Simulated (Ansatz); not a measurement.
Input and output for `OB[N]([InH2])[GeH2][SH]`.

```yaml
crystal:
  periodic: [false, false, false]
  atoms:
    - {symbol: O, position_ang: [0.898073, -1.519284, 2.233577]}
    - {symbol: B, position_ang: [0.323652, -1.454920, 0.747900]}
    - {symbol: N, position_ang: [0.349110, -0.417143, 0.038849]}
    - {symbol: In, position_ang: [0.615756, 1.641303, 0.411370]}
    - {symbol: Ge, position_ang: [-0.490359, -0.578092, -1.513035]}
    - {symbol: S, position_ang: [-1.172693, 1.638769, -1.515873]}
    - {symbol: H, position_ang: [1.261674, -0.670302, 2.632505]}
    - {symbol: H, position_ang: [0.034242, -2.543805, 0.658365]}
    - {symbol: H, position_ang: [-0.138307, 2.172927, 1.783875]}
    - {symbol: H, position_ang: [1.725208, 2.447910, -0.478629]}
    - {symbol: H, position_ang: [-1.408151, -1.537055, -1.646361]}
    - {symbol: H, position_ang: [0.555560, -0.559130, -2.755113]}
    - {symbol: H, position_ang: [-2.161910, 1.469422, -0.766826]}
basis:
  gaussian: {orbitals: ANO-RCC-VTZP}
hamiltonian: {xc: {name: B2GP-PLYP}, pseudopotentials: {relativity: scalar}}
accuracy: high
output: {forces: true}
```

```sh
$ ansatz run in.yaml --threads 2 --pin off --events-out ev --progress --plain --max-ram 32768MiB --backend cuda --devices 0, --max-vram 18GiB
```

Output, abridged:

```
Functional definition: B2GP-PLYP
6440 factors; integrals over basis functions are off by at most 5.0e-9 eV
mean field evaluation 1: about -232268.4553 eV, gradient 6.5e1 eV
mean field evaluation 2: about -232268.6051 eV, gradient 6.5e1 eV
mean field evaluation 4: about -232276.4747 eV, gradient 5.5e0 eV
mean field evaluation 8: about -232276.5494 eV, gradient 4.1e-1 eV
mean field evaluation 16: about -232276.5498 eV, gradient 2.2e-4 eV
mean field -232276.54982482 eV, -8536.0057633618 hartree, gradient 1.8e-8 eV, S^2 0.000000; 0 other end points of the search recorded, 0 dependent functions left out
35 core orbitals not correlated: weight in the atoms' cores, before any rotation towards them, 1.000 or more for the frozen orbitals, at most 0.000 for the correlated occupied ones
reference -232276.54985220 eV, -8536.0057643680 hartree; 27, 27 occupied and 271, 271 virtual orbitals, 6440 factors
second order -54.36770134 eV of doubles, -0.00000000 eV of singles
Total energy: -232296.12222468 eV, -8536.7250357901 hartree
Relativity: scalar
Atom 0 at     0.898073    -1.519284     2.233577 Å, force    -0.342407     1.880512    -1.856917 eV/Å
Atom 1 at     0.323652    -1.454920     0.747900 Å, force     2.555309    -4.717186     9.052236 eV/Å
Atom 2 at     0.349110    -0.417143     0.038849 Å, force     0.096995     5.081973    -3.606491 eV/Å
Atom 3 at     0.615756     1.641303     0.411370 Å, force    -0.036681     0.106924     0.442275 eV/Å
Atom 4 at    -0.490359    -0.578092    -1.513035 Å, force     4.239829     3.733636    -2.052548 eV/Å
Atom 5 at    -1.172693     1.638769    -1.515873 Å, force     1.496432     0.222000    -2.439457 eV/Å
Atom 6 at     1.261674    -0.670302     2.632505 Å, force    -0.823119    -1.604622    -1.082724 eV/Å
Atom 7 at     0.034242    -2.543805     0.658365 Å, force    -0.912615    -1.524417    -1.043486 eV/Å
Atom 8 at    -0.138307     2.172927     1.783875 Å, force    -0.322795     0.098642     0.685508 eV/Å
Atom 9 at     1.725208     2.447910    -0.478629 Å, force     0.960092     0.302057    -0.519868 eV/Å
Atom 10 at    -1.408151    -1.537055    -1.646361 Å, force    -3.496537    -3.183820    -0.395632 eV/Å
Atom 11 at     0.555560    -0.559130    -2.755113 Å, force    -1.057610     0.017328     1.070970 eV/Å
Atom 12 at    -2.161910     1.469422    -0.766826 Å, force    -2.356894    -0.413027     1.746135 eV/Å
Dipole moment:    -0.457753     0.388255    -0.691173 e Å
```

It took 2.6 min on 2 threads of an AMD EPYC 7R13 on a shared host and a share of an NVIDIA H100 80 GB, with 6.2 GiB of host memory at the peak.
